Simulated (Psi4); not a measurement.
C4H12NbO4 (SMILES C[O][Nb+]([O]C)([O]C)[O]C), charge +1, singlet, at a GFN2-xTB geometry (such geometries of metal compounds can be far from the true shape) (the multiplicity is a formal guess) (all electrons, no relativity); R2SCAN/3-21G run with Psi4.

The Psi4 input:
```
memory 2 GB

molecule {
1 1
Nb   -0.00005262    0.00011391    0.00032409
O    -1.47219447    0.32120974    0.92316912
C    -2.63098894    0.57686599    1.65307322
H    -2.52886816    1.53397469    2.18084731
H    -3.49065437    0.62585303    0.97221728
H    -2.78977409   -0.22693403    2.38360705
O    -0.42929169   -0.63934329   -1.58991579
C    -0.77103676   -1.14547964   -2.84211624
H    -0.77417332   -0.33173652   -3.57888427
H    -0.03953020   -1.90680971   -3.14262748
H    -1.76981548   -1.59848658   -2.79497390
O     0.98993774   -1.18279244    0.86242108
C     1.77131539   -2.11544462    1.54127423
H     2.42326195   -2.63679802    0.82842655
H     2.38763039   -1.60241085    2.29090423
H     1.12119376   -2.84496944    2.04137385
O     0.91117948    1.50129404   -0.19514843
C     1.63115627    2.68335905   -0.35399107
H     0.96870466    3.54243228   -0.18611143
H     2.45548536    2.71158026    0.37035247
H     2.03897231    2.73088516   -1.37206845
}

set {
  basis 3-21g
  scf_type pk
  d_convergence 1e-8
}

energy('r2scan')
print_variables()
```

What the program printed (banner, timings and long lists left out):

```
   => Loading Basis Set <=

    Name: 3-21G
    Role: ORBITAL
    Keyword: BASIS

         ---------------------------------------------------------
                                   SCF
               by Justin Turney, Rob Parrish, Andy Simmonett
                          and Daniel G. A. Smith
                              RKS Reference
         ---------------------------------------------------------

  ==> Geometry <==

    Molecular point group: c1
    Full point group: C1

    Geometry (in Angstrom), charge = 1, multiplicity = 1:

       Center              X                  Y                   Z               Mass
    ------------   -----------------  -----------------  -----------------  -----------------
         NB          -0.000038855915     0.000092558884     0.000276096432    92.906373000000
         O           -1.472180705915     0.321188388884     0.923121126432    15.994914619570
         C           -2.630975175915     0.576844638884     1.653025226432    12.000000000000
         H           -2.528854395915     1.533953338884     2.180799316432     1.007825032230
         H           -3.490640605915     0.625831678884     0.972169286432     1.007825032230
         H           -2.789760325915    -0.226955381116     2.383559056432     1.007825032230
         O           -0.429277925915    -0.639364641116    -1.589963783568    15.994914619570
         C           -0.771022995915    -1.145500991116    -2.842164233568    12.000000000000
         H           -0.774159555915    -0.331757871116    -3.578932263568     1.007825032230
         H           -0.039516435915    -1.906831061116    -3.142675473568     1.007825032230
         H           -1.769801715915    -1.598507931116    -2.795021893568     1.007825032230
         O            0.989951504085    -1.182813791116     0.862373086432    15.994914619570
         C            1.771329154085    -2.115465971116     1.541226236432    12.000000000000
         H            2.423275714085    -2.636819371116     0.828378556432     1.007825032230
         H            2.387644154085    -1.602432201116     2.290856236432     1.007825032230
         H            1.121207524085    -2.844990791116     2.041325856432     1.007825032230
         O            0.911193244085     1.501272688884    -0.195196423568    15.994914619570
         C            1.631170034085     2.683337698884    -0.354039063568    12.000000000000
         H            0.968718424085     3.542410928884    -0.186159423568     1.007825032230
         H            2.455499124085     2.711558908884     0.370304476432     1.007825032230
         H            2.038986074085     2.730863808884    -1.372116443568     1.007825032230

  Running in c1 symmetry.

  Rotational constants: A =      0.03002  B =      0.03001  C =      0.03000 [cm^-1]
  Rotational constants: A =    900.00355  B =    899.75960  C =    899.47230 [MHz]
  Nuclear repulsion =  990.652788710922778

  Charge       = 1
  Multiplicity = 1
  Electrons    = 108
  Nalpha       = 54
  Nbeta        = 54

  ==> Algorithm <==

  SCF Algorithm Type is PK.
  DIIS enabled.
  MOM disabled.
  Fractional occupation disabled.
  Guess Type is SAD.
  Energy threshold   = 1.00e-06
  Density threshold  = 1.00e-08
  Integral threshold = 1.00e-12

  ==> Primary Basis <==

  Basis Set: 3-21G
    Blend: 3-21G
    Number of shells: 78
    Number of basis functions: 135
    Number of Cartesian functions: 135
    Spherical Harmonics?: false
    Max angular momentum: 2

  ==> DFT Potential <==

   => LibXC <=

    Version 7.1.2
    S. Lehtola, C. Steigemann, M. J. T. Oliveira, and M. A. L. Marques,  SoftwareX 7, 1–5 (2018) (10.1016/j.softx.2017.11.002)

   => Composite Functional: R2SCAN <=

    r2SCAN Meta-GGA XC Functional  (0.1021/acs.jpclett.0c02405)
    J. W. Furness, A. D. Kaplan, J. Ning, J. P. Perdew, J. Sun  J. Phys. Chem. Lett.  11, 8208–8215, 2020

    Deriv               =              1
    GGA                 =           TRUE
    Meta                =           TRUE

    Exchange Hybrid     =          FALSE
    MP2 Hybrid          =          FALSE

   => Exchange Functionals <=

    1.0000   XC_MGGA_X_R2SCAN

   => Correlation Functionals <=

    1.0000   XC_MGGA_C_R2SCAN

   => LibXC Density Thresholds  <==

    XC_MGGA_C_R2SCAN:  1.00E-15
    XC_MGGA_X_R2SCAN:  1.00E-11

   => Molecular Quadrature <=

    Radial Scheme          =       TREUTLER
    Pruning Scheme         =           NONE
    Nuclear Scheme         =       TREUTLER

    Blocking Scheme        =         OCTREE
    BS radius alpha        =              1
    Pruning alpha          =              1
    Radial Points          =             75
    Spherical Points       =            302
    Total Points           =         449395
    Total Blocks           =           3298
    Max Points             =            256
    Max Functions          =            118
    Weights Tolerance      =       1.00E-15

  ==> Integral Setup <==

  Using in-core PK algorithm.
   Calculation information:
      Number of atoms:                  21
      Number of AO shells:              78
      Number of primitives:            141
      Number of atomic orbitals:       135
      Number of basis functions:       135

      Integral cutoff                 1.00e-12
      Number of threads:                 1

  Performing in-core PK
  Using 84281580 doubles for integral storage.
  We computed 2504362 shell quartets total.
  Whereas there are 4747821 unique shell quartets.

  ==> DiskJK: Disk-Based J/K Matrices <==

    J tasked:                  Yes
    K tasked:                   No
    wK tasked:                  No
    Schwarz Cutoff:          1E-12

  Minimum eigenvalue in the overlap matrix is 1.6095146813E-03.
  Reciprocal condition number of the overlap matrix is 3.0082278989E-04.
    Using symmetric orthogonalization.

  ==> Pre-Iterations <==

  SCF Guess: Superposition of Atomic Densities via on-the-fly atomic UHF (no occupation information).

   -------------------------
    Irrep   Nso     Nmo
   -------------------------
     A        135     135
   -------------------------
    Total     135     135
   -------------------------

  ==> Iterations <==

                        Total Energy        Delta E     RMS |[F,P]|

   @RKS iter SAD: -4193.49540379507380   -4.19350e+03   0.00000e+00
   @RKS iter   1: -4195.26381333928202   -1.76841e+00   7.07239e-03 DIIS/ADIIS
   @RKS iter   2: -4195.14875687567655    1.15056e-01   7.92064e-03 DIIS/ADIIS
   @RKS iter   3: -4195.60218668558537   -4.53430e-01   2.10511e-03 DIIS/ADIIS
   @RKS iter   4: -4195.62640699214899   -2.42203e-02   9.36578e-04 DIIS/ADIIS
   @RKS iter   5: -4195.63408343301489   -7.67644e-03   2.83498e-04 DIIS/ADIIS
   @RKS iter   6: -4195.63485688237688   -7.73449e-04   2.75755e-05 DIIS
   @RKS iter   7: -4195.63486451159679   -7.62922e-06   4.24147e-06 DIIS
   @RKS iter   8: -4195.63486466140057   -1.49804e-07   1.24606e-06 DIIS
   @RKS iter   9: -4195.63486467250004   -1.10995e-08   2.94011e-07 DIIS
   @RKS iter  10: -4195.63486467319035   -6.90306e-10   3.03218e-08 DIIS
   @RKS iter  11: -4195.63486467319854   -8.18545e-12   6.18770e-09 DIIS
  Energy and wave function converged.

  ==> Post-Iterations <==

   Electrons on quadrature grid:
      Ntotal   =  107.9999599521 ; deviation = -4.005e-05

    Orbital Energies [Eh]
    ---------------------

    Doubly Occupied:

[...]
    Virtual:

[...]
    Final Occupation by Irrep:
              A
    DOCC [    54 ]
    NA   [    54 ]
    NB   [    54 ]

  @RKS Final Energy: -4195.63486467319854

   => Energetics <=

    Nuclear Repulsion Energy =            990.6527887109227777
    One-Electron Energy =               -7743.0652668105321936
    Two-Electron Energy =                2733.1438963452242206
    DFT Exchange-Correlation Energy =    -176.3662829188131127
    Empirical Dispersion Energy =           0.0000000000000000
    VV10 Nonlocal Energy =                  0.0000000000000000
    Total Energy =                      -4195.6348646731985355

Computation Completed

Properties will be evaluated at   0.000000,   0.000000,   0.000000 [a0]

Properties computed using the SCF density matrix

 Multipole Moments:

 ------------------------------------------------------------------------------------
     Multipole            Electronic (a.u.)      Nuclear  (a.u.)        Total (a.u.)
 ------------------------------------------------------------------------------------

 L = 1.  Multiply by 2.5417464519 to convert [e a0] to [Debye]
 Dipole X            :         -0.0016540            0.0028344            0.0011804
 Dipole Y            :          0.0027426           -0.0043985           -0.0016560
 Dipole Z            :          0.0090908           -0.0098865           -0.0007957
 Magnitude           :                                                    0.0021838

 ------------------------------------------------------------------------------------

  Variable Map:
  ----------------------------------------------------------------------------
[...]
  Array Variable Map:
  ----------------------------------------------------------------------------
[...]
[...]
```
